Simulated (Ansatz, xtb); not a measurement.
Stretching the Ge1–H2 bond in CH4Ge (SMILES [CH3][GeH]) (multiplicity 1 held, fragments rigid). Energies count from the point at 1.605 Å.
Geometry at that point (charge 0, multiplicity 1):
```xyz
6

Ge    -0.264    -0.202     0.314
H     -1.283    -0.578    -0.869
C      1.007     0.726    -0.932
H      1.877     1.130    -0.417
H      0.483     1.536    -1.450
H      1.336     0.025    -1.706
```

Restricted levels (R-, RO-) in cc, def2 and unpolarised 6-31G sets keep to the state of the molecule at rest. Active spaces are followed from a long bond inwards. Curves can end on different states.

Frozen-core correlation. Filled d and f shells under p-block atoms count as core.

Run with Ansatz (a program for electronic structure); xtb for the GFN methods.  The GFN methods have no spin term and hold the electronic entropy of 300 K.

Energies in kcal/mol.

```tsv
R (Å)	GFN2-xTB	R-HF/cc-pVDZ	CASSCF(2,2)/cc-pVDZ	SC-NEVPT2 on CASSCF(2,2)/cc-pVDZ	FIC-MRCISD+Q on CASSCF(2,2)/cc-pVDZ
1.284	24.0	___	27.5	26.9	26.0
1.445	4.5	4.4	5.8	5.5	5.0
1.605	0.0	0.0	0.0	0.0	0.0
1.766	1.2	___	2.3	2.7	3.1
1.927	5.1	12.2	8.4	9.2	10.1
2.167	14.3	27.3	20.0	21.3	22.9
2.408	25.5	43.0	31.5	33.2	35.3
2.810	44.4	66.9	46.7	48.8	51.5
3.211	60.5	86.9	56.0	58.1	61.2
3.693	74.1	106.2	61.0	63.3	66.6
4.335	82.7	125.4	63.0	65.4	68.7
5.138	85.9	141.1	63.5	65.9	69.3
```

**Question.** What belongs in the gaps?

**Answer.** 
- 1.284, R-HF/cc-pVDZ: 25.0
- 1.766, R-HF/cc-pVDZ: 4.0

Doubts at one or more of the structures used: a restricted determinant that unrestricted orbitals would lower (R-HF/cc-pVDZ).
